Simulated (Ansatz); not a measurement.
Cost and result for the atomization energy of `[SiH3][BH][AlH][SiH3]` (12 atoms, 11 bonds).

```csv
atom,x (Å),y (Å),z (Å)
Si1,-0.2429,-0.2495,-2.4992
B2,1.0821,0.0946,-1.0307
Al3,0.5835,1.0357,0.7761
Si4,-0.4613,-0.2669,2.5897
H5,-1.4571,0.6128,-2.4561
H6,0.3363,-0.1620,-3.8689
H7,-0.6927,-1.6585,-2.2742
H8,2.1682,-0.3827,-1.2172
H9,0.7891,2.6023,0.9873
H10,-0.5067,-1.7292,2.3058
H11,-1.8663,0.1866,2.8091
H12,0.2677,-0.0834,3.8783
```

Total charge 0; spin multiplicity 1. The structure was optimised at the PBE0-D4/def2-TZVP level. It is one conformer, not always the lowest. Program: Ansatz. All runs use 4 threads of an Arm Neoverse V1 on a shared host. Times are those of one run each, without the atoms' runs, and a repeat can differ threefold. Electronic energies, without spin–orbit coupling; frozen cores. CCSD(T)/CBS adds CCSD(T) − MP2 in def2-TZVPP to the MP2 limit, and its time is that of the two runs behind it. T1 = 0.014. B3LYP takes the VWN-RPA correlation (the form of Gaussian; ORCA's B3LYP/G).

CCSD(T)/CBS is a level of theory with its own doubt, some kJ/mol a heavy atom from the limit and from the frozen cores, so smaller differences don't rank the functionals.

| level | functions | wall time |
| --- | --- | --- |
| PBE-D4/def2-TZVPP (with forces) | 269 | 2.8 s |
| PBE0-D4/def2-TZVPP | 269 | 3.3 s |
| r2SCAN-D4/def2-TZVPP (with forces) | 269 | 5 s |
| B3LYP-D4/def2-TZVPP (with forces) | 269 | 5.5 s |
| B2PLYP/def2-TZVPP | 269 | 6 s |
| ωB97X-V/def2-TZVPP | 269 | 9 s |
| ωB97M-V/def2-TZVPP (with forces) | 269 | 14 s |
| MP2/def2-QZVPP | 507 | 33 s |
| CCSD(T)/def2-TZVPP | 269 | 100 s |
| CCSD(T)/CBS(def2) | – | 2.3 min |

(1) What atomization energy does each give, and how far from CCSD(T)/CBS? (Estimate.)

## Answers

(1) Ansatz gave: 
| level | atomization (kcal/mol) | difference from CCSD(T)/CBS | per bond |
| --- | --- | --- | --- |
| PBE-D4/def2-TZVPP (with forces) | 791.2 | -7.5 | -0.7 |
| PBE0-D4/def2-TZVPP | 791.8 | -6.9 | -0.6 |
| r2SCAN-D4/def2-TZVPP (with forces) | 803.0 | 4.3 | 0.4 |
| B3LYP-D4/def2-TZVPP (with forces) | 800.4 | 1.7 | 0.2 |
| B2PLYP/def2-TZVPP | 787.1 | -11.6 | -1.1 |
| ωB97X-V/def2-TZVPP | 808.0 | 9.3 | 0.8 |
| ωB97M-V/def2-TZVPP (with forces) | 799.0 | 0.3 | 0.0 |
| MP2/def2-QZVPP | 781.1 | -17.6 | -1.6 |
| CCSD(T)/def2-TZVPP | 780.3 | -18.4 | -1.7 |
| CCSD(T)/CBS(def2) | 798.7 | 0.0 | 0.0 |

In def2-TZVPP, CCSD(T) changes the Hartree–Fock value by +159.1 kcal/mol (the triples alone add +6.1 kcal/mol) and MP2 by +149.0 kcal/mol; breaking electron pairs costs correlation energy, which Hartree–Fock lacks. From PBE to PBE0 (25 % exact exchange), in def2-TZVPP and without D4, the atomization energy moves by +1.4 kcal/mol. The D4 term adds +9.0 kcal/mol with B3LYP and +4.8 kcal/mol with PBE0; it sums over pairs of atoms, weighted by their polarisabilities, and B3LYP, whose exchange is more repulsive, gets the larger term.
